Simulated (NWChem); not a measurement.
System: ZnO; SMILES [O]=[Zn]

The following NWChem deck was run.

```
start job
memory heap 200 mb stack 900 mb global 1100 mb
geometry units angstroms noautosym nocenter noautoz
  Zn     0.000000     0.000000    -0.382039
  O      0.000000     0.000000     1.311997
end
basis spherical
  Zn library def2-tzvp
  O library def2-tzvp
end
dft
  xc pbe0
  iterations 150
end
property
  response 1 0.0
end
task dft property
```

Excerpt of the output:

```
             Northwest Computational Chemistry Package (NWChem) 7.3.0
             --------------------------------------------------------

                             Geometry "geometry" -> ""
                             -------------------------

 Output coordinates in angstroms (scale by  1.889725989 to convert to a.u.)

  No.       Tag          Charge          X              Y              Z
 ---- ---------------- ---------- -------------- -------------- --------------
    1 Zn                  30.0000     0.00000000     0.00000000    -0.38203900
    2 O                    8.0000     0.00000000     0.00000000     1.31199700

 Effective nuclear repulsion energy (a.u.)      74.9703900979

                              NWChem Property Module
                              ----------------------

                                 NWChem DFT Module
                                 -----------------

 Summary of "ao basis" -> "ao basis" (spherical)
 ------------------------------------------------------------------------------
       Tag                 Description            Shells   Functions and Types
 ---------------- ------------------------------  ------  ---------------------
 Zn                        def2-tzvp                16       48   6s5p4d1f
 O                         def2-tzvp                11       31   5s3p2d1f

            General Information
            -------------------
          SCF calculation type: DFT
          Wavefunction type:  closed shell.
          No. of atoms     :     2
          No. of electrons :    38
           Alpha electrons :    19
            Beta electrons :    19
          Charge           :     0
          Spin multiplicity:     1
          Use of symmetry is: off; symmetry adaption is: off
          Maximum number of iterations: 150
          AO basis - number of functions:    79
                     number of shells:    27
          Convergence on energy requested:  1.00D-06
          Convergence on density requested:  1.00D-05
          Convergence on gradient requested:  5.00D-04

              XC Information
              --------------
                         PBE0 Method XC Functional
                     Hartree-Fock (Exact) Exchange  0.250
          PerdewBurkeErnzerhof Exchange Functional  0.750
            Perdew 1991 LDA Correlation Functional  1.000 local
           PerdewBurkeErnz. Correlation Functional  1.000 non-local

             Grid Information
             ----------------
          Grid used for XC integration:  medium
          Radial quadrature: Mura-Knowles
          Angular quadrature: Lebedev.
          Tag              B.-S. Rad. Rad. Pts. Rad. Cut. Ang. Pts.
          ---              ---------- --------- --------- ---------
          Zn                  1.35      112           7.0       590
          O                   0.60       49           8.0       434
          Grid pruning is: on
          Number of quadrature shells:   161
          Spatial weights used:  Erf1

      Superposition of Atomic Density Guess
      -------------------------------------

 Sum of atomic energies:       -1852.59136709

      Non-variational initial energy
      ------------------------------

 Total energy =   -1852.519811
 1-e energy   =   -2736.714192
 2-e energy   =     809.223992
 HOMO         =      -0.425618
 LUMO         =      -0.175716

   convergence    iter        energy       DeltaE   RMS-Dens  Diis-err
 ---------------- ----- ----------------- --------- --------- ---------
 d= 0,ls=0.0,diis     1  -1853.9569409381 -1.93D+03  3.63D-02  1.85D+00
 d= 0,ls=0.0,diis     2  -1848.0845721688  5.87D+00  3.34D-02  2.44D+01
 d= 0,ls=0.0,diis     3  -1854.1699284919 -6.09D+00  2.38D-03  2.55D-01
 d= 0,ls=0.0,diis     4  -1854.1914156536 -2.15D-02  1.38D-03  1.47D-01
 d= 0,ls=0.0,diis     5  -1854.2029546682 -1.15D-02  1.37D-03  2.29D-02
  Resetting Diis
 d= 0,ls=0.0,diis     6  -1854.2048611271 -1.91D-03  3.68D-04  8.54D-03
 d= 0,ls=0.0,diis     7  -1854.2052180783 -3.57D-04  9.26D-04  1.15D-03
 d= 0,ls=0.0,diis     8  -1854.2034474355  1.77D-03  7.57D-04  1.73D-02
 d= 0,ls=0.0,diis     9  -1854.2053456585 -1.90D-03  2.58D-05  5.79D-05
 d= 0,ls=0.0,diis    10  -1854.2053476682 -2.01D-06  1.86D-05  8.83D-06
 d= 0,ls=0.0,diis    11  -1854.2053480198 -3.52D-07  8.30D-06  1.33D-06

         Total DFT energy =    -1854.205348019803
      One electron energy =    -2735.195884823528
           Coulomb energy =      885.357978221857
    Exchange-Corr. energy =      -79.337831516057
 Nuclear repulsion energy =       74.970390097924

 Numeric. integr. density =       37.999995524125

                       DFT Final Molecular Orbital Analysis
                       ------------------------------------

 Vector   17  Occ=2.000000D+00  E=-3.140538D-01
              MO Center= -8.5D-08,  9.1D-08,  5.3D-01, r^2= 2.1D+00
   Bfn.  Coefficient  Atom+Function         Bfn.  Coefficient  Atom+Function
  ----- ------------  ---------------      ----- ------------  ---------------
     5      0.596730  1 Zn s                 56     -0.323077  2 O  pz
    59     -0.282380  2 O  pz                 4     -0.192099  1 Zn s
     3     -0.184727  1 Zn s                 62     -0.159524  2 O  pz
    53     -0.145640  2 O  s                  6      0.137461  1 Zn s
    24     -0.104751  1 Zn d  0              51     -0.089797  2 O  s

 Vector   18  Occ=2.000000D+00  E=-2.594516D-01
              MO Center= -3.5D-08,  3.8D-08,  1.1D+00, r^2= 1.0D+00
   Bfn.  Coefficient  Atom+Function         Bfn.  Coefficient  Atom+Function
  ----- ------------  ---------------      ----- ------------  ---------------
    55      0.332812  2 O  py                54     -0.297284  2 O  px
    58      0.280864  2 O  py                57     -0.250882  2 O  px
    61      0.214358  2 O  py                60     -0.191475  2 O  px
    17      0.116518  1 Zn py                16     -0.104079  1 Zn px
    23     -0.082310  1 Zn d -1              25     -0.073524  1 Zn d  1

 Vector   19  Occ=2.000000D+00  E=-2.594516D-01
              MO Center= -1.9D-08,  6.4D-09,  1.1D+00, r^2= 1.0D+00
   Bfn.  Coefficient  Atom+Function         Bfn.  Coefficient  Atom+Function
  ----- ------------  ---------------      ----- ------------  ---------------
    54      0.332812  2 O  px                55      0.297284  2 O  py
    57      0.280864  2 O  px                58      0.250882  2 O  py
    60      0.214358  2 O  px                61      0.191475  2 O  py
    16      0.116518  1 Zn px                17      0.104079  1 Zn py
    25      0.082310  1 Zn d  1              23     -0.073524  1 Zn d -1

 Vector   20  Occ=0.000000D+00  E=-1.530316D-01
              MO Center= -8.1D-09,  6.7D-09, -5.0D-01, r^2= 3.2D+00
   Bfn.  Coefficient  Atom+Function         Bfn.  Coefficient  Atom+Function
  ----- ------------  ---------------      ----- ------------  ---------------
     6      0.475146  1 Zn s                  5      0.379788  1 Zn s
    18     -0.304251  1 Zn pz                56      0.275143  2 O  pz
    59      0.246461  2 O  pz                62      0.214406  2 O  pz
    12      0.161826  1 Zn pz                21     -0.148064  1 Zn pz
     4     -0.132221  1 Zn s                 24      0.098349  1 Zn d  0

 Vector   21  Occ=0.000000D+00  E=-1.121296D-02
              MO Center= -2.5D-07,  2.8D-07, -5.8D-01, r^2= 5.2D+00
   Bfn.  Coefficient  Atom+Function         Bfn.  Coefficient  Atom+Function
  ----- ------------  ---------------      ----- ------------  ---------------
    20     -0.531371  1 Zn py                19      0.494676  1 Zn px
    17     -0.274770  1 Zn py                16      0.255795  1 Zn px
    61      0.128519  2 O  py                60     -0.119644  2 O  px
    55      0.117682  2 O  py                54     -0.109555  2 O  px
    38      0.104200  1 Zn d -1              11      0.101590  1 Zn py

 Vector   22  Occ=0.000000D+00  E=-1.121294D-02
              MO Center= -4.9D-08,  1.1D-07, -5.8D-01, r^2= 5.2D+00
   Bfn.  Coefficient  Atom+Function         Bfn.  Coefficient  Atom+Function
  ----- ------------  ---------------      ----- ------------  ---------------
    19      0.531371  1 Zn px                20      0.494676  1 Zn py
    16      0.274770  1 Zn px                17      0.255795  1 Zn py
    60     -0.128519  2 O  px                61     -0.119644  2 O  py
    54     -0.117682  2 O  px                55     -0.109555  2 O  py
    40      0.104200  1 Zn d  1              10     -0.101590  1 Zn px

     Multipole analysis of the density
     ---------------------------------

     L   x y z        total         alpha         beta         nuclear
     -   - - -        -----         -----         ----         -------
     0   0 0 0     -0.000000    -19.000000    -19.000000     38.000000

     1   1 0 0      0.000000      0.000000      0.000000      0.000000
     1   0 1 0     -0.000000     -0.000000     -0.000000      0.000000
     1   0 0 1     -2.284764     -0.230406     -0.230406     -1.823952

     2   2 0 0    -14.092152     -7.046076     -7.046076      0.000000
     2   1 1 0      0.000001      0.000000      0.000000      0.000000
     2   1 0 1      0.000000      0.000000      0.000000      0.000000
     2   0 2 0    -14.092152     -7.046076     -7.046076      0.000000
     2   0 1 1     -0.000000     -0.000000     -0.000000      0.000000
     2   0 0 2    -15.425902    -40.119115    -40.119115     64.812328

 *** CALLING NEW AORESP DRIVER FOR CLOSED AND OPEN SHELLS ***
 Entering AOResponse driver routine

--------------------------------------------------------------------------------

          -----------------------------------------------
          Solving response equations for perturbing field
          -----------------------------------------------

 number of frequencies:     1
 frequency in a.u.:  0.0000000E+00
 Perturbing field: electric
 Using El. Dipole Length Gauge

 Setting up CPKS with frequency omega =      0.00000000 a.u.

 STATIC response

                                NWChem CPHF Module
                                ------------------

  scftype          =     RHF
  nclosed          =       19
  nopen            =        0
  variables        =     1140
  # of vectors     =        3
  tolerance        = 0.10D-03
  level shift      = 0.00D+00
  max iterations   =       50
  max subspace     =       30

 SCF residual:    3.0020264179227190E-004

Iterative solution of linear equations
  No. of variables     1140
  No. of equations        3
  Maximum subspace       30
        Iterations       50
       Convergence  1.0D-04

   iter   nsub   residual    time
   ----  ------  --------  ---------
     1      3    2.01D+01      14.5
     2      6    5.88D+00      18.1
     3      9    7.55D-01      22.6
     4     12    1.21D+00      26.2
     5     15    1.31D-01      29.5
     6     18    1.47D-02      32.7
     7     21    3.62D-03      35.6
     8     24    5.25D-04      38.3
     9     27    5.07D-05      41.3

 Electric Dipole Response Matrix (nonzero elements):

              1        2        3
    1   30.1090  -0.0000  -0.0000
    2   -0.0000  30.1090   0.0000
    3   -0.0000   0.0000  46.5759

 ------------------------------------------
 average:        35.59795 + I       0.00000

 DFT Linear Response polarizability / au
 Frequency  =       0.0000000 / au
              X              Y              Z
 -----------------------------------------------
 X      30.1089677     -0.0000030     -0.0000003
 Y      -0.0000030     30.1089681      0.0000007
 Z      -0.0000003      0.0000007     46.5759202
 -----------------------------------------------
 Eigenvalues =      30.1089649     30.1089710     46.5759202
 Isotropic   =      35.5979520
 Anisotropic =      16.4669523
 -----------------------------------------------

 Magnetic Dipole Response Matrix (nonzero elements):

 Exiting AOResponse driver routine
```

Level: PBE0/def2-TZVP. Geometry: optimised at PBE0/def2-SVP.
